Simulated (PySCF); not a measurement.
**Excitation energy of I by level of theory**

I [Kr] 4d10 5s2 5p5 (2P) → I [Kr] 4d10 5s1 5p5 5d1 (high-spin determinant), as a difference of total energies. Computed with PySCF 2.14 in aug-cc-pVDZ-PP with ECP28MDF (5s4p3d, 32 functions), with a scalar-relativistic core potential. Correlated levels: valence: 4s2 4p6 4d10 frozen. The calculations carry no spin-orbit coupling.

| method | excitation energy (eV) |
| --- | --- |
| UHF | 20.837 |
| LDA | 20.432 |
| PBE | 20.030 |
| PBE0 | 20.385 |
| r2SCAN | 20.385 |
| B3LYP | 20.538 |
| M06 | 20.281 |
| revPBE | 19.925 |
| TPSSh | 20.264 |
| MP2 (valence) | 20.457 |
| SCS-MP2 (valence) | 20.296 |

Problem. How much does correlation contribute at MP2 (valence)?

Solution. 20.457 − (20.837) = -0.380 eV, measured against UHF.

The upper state lies above the first ionisation limit, where it may autoionise and the basis confines it.

The promoted electron is Rydberg-like, and one or two diffuse shells describe it only roughly, which tends to raise the upper state.

In the upper state the promoted electron has a positive orbital energy at LDA, PBE, PBE0, r2SCAN, B3LYP, M06, revPBE, TPSSh, so the basis confines it.

The determinant of the upper state mixes LS terms, which raises its energy above the lowest term, most at the Hartree-Fock and MP2 levels.
